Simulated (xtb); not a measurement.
Isomers of CH8Si2. Isolated molecules, 0 K electronic values unless said otherwise. Strings in code marks are SMILES.

Quantity: electronic energy of isomers of CH8Si2 relative to `C[SiH2][SiH3]`, in kcal/mol.

Case: `[SiH3]C[SiH3]`. Geometry of `[SiH3]C[SiH3]` (neutral, multiplicity 1, Å):

```xyz
11

Si    -1.6085    -0.0091    -0.2358
C      0.0565     0.6375     0.4073
Si     1.5706    -0.4180    -0.0371
H     -2.6830     0.8994     0.1795
H     -1.5844    -0.0795    -1.6983
H     -1.8723    -1.3401     0.3150
H      0.0008     0.7313     1.4927
H      0.2103     1.6486     0.0278
H      2.7802     0.1967     0.5208
H      1.7088    -0.5030    -1.4925
H      1.4209    -1.7637     0.5207
```

Problem. Estimate the electronic energy of isomers of CH8Si2 relative to `C[SiH2][SiH3]` that GFN2-xTB (xtb) returns for this input.

Solution. -6.18 kcal/mol.
